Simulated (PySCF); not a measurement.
**Molecular orbitals of AlTl**

r²SCAN at R = 2.928 Å; basis Al def2-SVP, Tl def2-SVP with ECP60; scalar-relativistic core potentials; PySCF 2.14. State: ³Π (triplet), unpaired electrons σ ↑, π ↑. Only the outer orbitals are listed, counted within each symmetry, core potentials removing the inner ones.

```tsv
spin	orbital	occ.	ε (eV)	on Al (%)	main shells (%)
α	7σ	1	-10.67	18	80 Tl s, 14 Al s
α	8σ	1	-7.65	77	76 Al s, 15 Tl s
α	9σ	1	-3.93	55	51 Al p, 42 Tl p
α	4π	1	-3.76	55	55 Al p, 44 Tl p
α	4π	0	-3.24	51	51 Al p, 48 Tl p
α	5π	0	-1.86	44	56 Tl p, 44 Al p
α	5π	0	-1.50	48	51 Tl p, 48 Al p
β	7σ	1	-9.86	15	84 Tl s, 12 Al s
β	8σ	1	-6.72	82	82 Al s, 13 Tl s
β	4π	0	-2.84	57	56 Al p, 42 Tl p
β	9σ	0	-2.31	52	46 Al p, 46 Tl p
β	4π	0	-2.26	49	50 Tl p, 49 Al p
```

Q: Which are the highest filled and the lowest empty level, where do they sit, and how wide is the gap?

A: Highest filled α 4π at -3.76 eV (in %: 55 Al p, 44 Tl p); lowest empty α 4π at -3.24 eV (in %: 51 Al p, 48 Tl p); the gap at r²SCAN is 0.52 eV. Both belong to one degenerate shell, split only by its one-sided filling, so this is no excitation gap.

- bond order (Mayer): 1.11
- ⟨S²⟩: 2.009
- charge on Al (Mulliken, basis-dependent): -0.04
- charge on Al (Löwdin, basis-dependent): 0.04
- dipole moment (positive dipole means Al(−)Tl(+)): 1.00 D

Spin–orbit coupling is left out, which matters for elements this heavy, above all for dissociation energies. The state was picked by a PBE0 search and need not be the measured ground state.
